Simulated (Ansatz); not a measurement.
```yaml
crystal:
  periodic: [false, false, false]
  atoms:
    - {symbol: O, position_ang: [-1.412777, -0.009614, 1.369228]}
    - {symbol: Si, position_ang: [-0.629634, -0.288701, -0.059932]}
    - {symbol: N, position_ang: [0.716265, 0.757200, -0.400334]}
    - {symbol: Al, position_ang: [1.600728, -0.793433, -0.279568]}
    - {symbol: H, position_ang: [-2.368319, 0.046363, 1.317847]}
    - {symbol: H, position_ang: [-1.709691, -0.324567, -1.094356]}
    - {symbol: H, position_ang: [0.767676, 1.755986, -0.545565]}
    - {symbol: H, position_ang: [3.127753, -1.200233, -0.363120]}
basis:
  gaussian: {orbitals: ANO-RCC-VTZP, final_grid: {core_spheres: 5, valence_spheres: 4, degree: 11}}
hamiltonian: {xc: {name: B2PLYP}}
```

```sh
$ ansatz run in.yaml --threads 2 --pin off --events-out ev --progress --plain --max-ram 4352MiB
```

Shortened log:

```
Functional definition: B2PLYP
1118 factors; integrals over basis functions are off by at most 1.0e-3 eV
mean field evaluation 1: about -18086.4658 eV, gradient 7.3e1 eV
mean field evaluation 2: about -18086.7263 eV, gradient 7.3e1 eV
mean field evaluation 4: about -18096.2464 eV, gradient 8.8e0 eV
mean field evaluation 8: about -18096.4801 eV, gradient 8.6e-1 eV
mean field evaluation 16: about -18096.4822 eV, gradient 2.2e-4 eV
mean field -18096.48217951 eV, -665.0334538609 hartree, gradient 3.6e-6 eV, S^2 0.000000; 0 other end points of the search recorded, 0 dependent functions left out
12 core orbitals not correlated: weight in the atoms' cores, before any rotation towards them, 1.000 or more for the frozen orbitals, at most 0.000 for the correlated occupied ones
reference -18096.48243764 eV, -665.0334633469 hartree; 11, 11 occupied and 161, 161 virtual orbitals, 1118 factors
second order -21.54141806 eV of doubles, -0.00000000 eV of singles
Total energy: -18102.29862052 eV, -665.2472041253 hartree
Relativity: scalar
```

It took 7.5 s on 2 threads of an Arm Neoverse V2 on a shared host, with 0.42 GiB of host memory at the peak.
